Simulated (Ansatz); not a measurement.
## Predicting a hybrid from its neighbours: PbO

The species is PbO (2 atoms), meant as a singlet with charge 0. SMILES: `[O][Pb]`. The bond length is the measured one.

The vertical ionisation energy (to the doublet cation) y, in eV, basis def2-TZVP with a core potential; a is the functional's share of exact exchange. Programs: Ansatz 0.2.0.

| functional | program | a | y (eV) |
| --- | --- | --- | --- |
| PBE | Ansatz | 0 | 9.52 |
| r2SCAN | Ansatz | 0 | 9.24 |
| B3LYP | Ansatz | 0.2 | ? |
| r2SCAN0 | Ansatz | 0.25 | 8.87 |
| PBE0 | Ansatz | 0.25 | 9.05 |
| BHLYP | Ansatz | 0.5 | 8.54 |

**Question.** Fit y = c + s·a to the known rows and predict B3LYP.

**Answer.** 
1. Means of the 5 rows: a = 0.2000, y = 9.044.
2. Σ(Δa)² = 0.175, Σ(Δa·Δy) = -0.294, so the slope is -0.294/0.175 = -1.68.
3. Intercept: 9.044 − (-1.68) × 0.2000 = 9.380. The largest residual of the fit is 0.14.
4. B3LYP: 9.380 + (-1.68) × 0.2 = 9.04 eV.

The run gave 9.27 eV, so the prediction is off by -0.23 eV, more than the scatter of the fit. The rows mix families of semi-local functionals, which the line can't see. Spin-orbit coupling is left out.
